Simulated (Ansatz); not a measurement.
```yaml
crystal:
  periodic: [false, false, false]
  atoms:
    - {symbol: W, position_ang: [-0.283037, 0.249331, 0.060941]}
    - {symbol: Pt, position_ang: [0.240278, -0.448596, 2.152114]}
    - {symbol: Pt, position_ang: [1.299573, 1.513478, -0.954528]}
    - {symbol: Pt, position_ang: [-1.256814, -1.314213, -1.258527]}
basis:
  gaussian: {orbitals: def2-SVPD, final_grid: {core_spheres: 1, valence_spheres: 1, degree: 1}}
hamiltonian: {xc: {name: PBE}}
```

```sh
$ ansatz run in.yaml --threads 4 --pin off --events-out ev --progress --plain --max-ram 3916MiB
```

Output, abridged:

```
Functional definition: PBE
1330 factors; their error is unknown
mean field evaluation 1: about -11568.2111 eV, gradient 5.3e1 eV
mean field evaluation 2: about -11463.0414 eV, gradient 2.2e2 eV
mean field evaluation 4: about -11573.5231 eV, gradient 2.7e1 eV
mean field evaluation 8: about -11574.9065 eV, gradient 2.8e0 eV
mean field evaluation 16: about -12017.8352 eV, gradient 3.5e1 eV
mean field evaluation 32: about -12210.2670 eV, gradient 5.5e1 eV
mean field evaluation 64: about -11980.9189 eV, gradient 1.6e2 eV
a density is far from that of the atoms, so the factors are made again for it
1772 factors; integrals over basis functions are off by at most 1.1e-4 eV
mean field evaluation 96: about -11387.2872 eV, gradient 9.6e1 eV
mean field evaluation 128: about -12435.7223 eV, gradient 2.3e-5 eV
mean field -12435.72230900 eV, -457.0043656203 hartree, gradient 2.3e-5 eV, S^2 0.000000; 0 other end points of the search recorded, 0 dependent functions left out
reference -12435.72230995 eV, -457.0043656554 hartree; 34, 34 occupied and 106, 106 virtual orbitals, 1772 factors
Total energy: -12435.72230995 eV, -457.0043656554 hartree
```

**Question.** What is wrong with this run?

**Answer.** The integration grid is far too coarse. The run converged. The result belongs to that input, not to the species as meant.
